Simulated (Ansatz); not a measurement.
Compare A (`FC(F)CCC(F)F`) with its isomer B (`FCC(F)(CF)CF`).

Gas-phase electronic energies from Ansatz, PBE0-D4/def2-TZVP geometries. CBS: MP2 limit from def2 TZ/QZ plus the TZ coupled-cluster correction, frozen cores. Functionals use def2-TZVPP. One conformer a species, not always the lowest.

Question: Which isomer does CCSD(T)/CBS put lower? Give the gap. (Estimate.)

Answer: Ansatz gave: A, by 18.7 kcal/mol.

Question: Give E(B) − E(A) in kcal/mol with LDA (SPW92), PBE-D4, CCSD/def2-TZVPP, HF/def2-TZVPP, CCSD(T)/def2-SVP, PBE0-D4, r2SCAN-D4. (Estimate.)

Answer: The calculation gave: LDA (SPW92) 21.2, PBE-D4 19.7, CCSD/def2-TZVPP 18.9, HF/def2-TZVPP 19.3, CCSD(T)/def2-SVP 20.8, PBE0-D4 20.0, r2SCAN-D4 19.9. None reverses the order clearly.

Question: Does the order hold for the free energy at 298.15 K (harmonic terms from PBE0-D4)? (Best estimate.)

Answer: The calculation gave: Yes: G(B) − G(A) = +18.6 kcal/mol, for one conformer each. Modes under 60 cm⁻¹, often nearly free rotors, make the harmonic entropy too high.

Largest T1 diagnostic: 0.011.

At CCSD(T), def2-SVP lies +2.1 kcal/mol from the extrapolated value and def2-TZVPP +0.3 kcal/mol. Leaving LDA and LC-ωPBE aside and taking each functional with its dispersion term where it has one, the values, not all of them listed here, spread over 2.6 kcal/mol, from BLYP-D4 to PBE-QIDH. LDA lies +1.3 kcal/mol from PBE without D4.
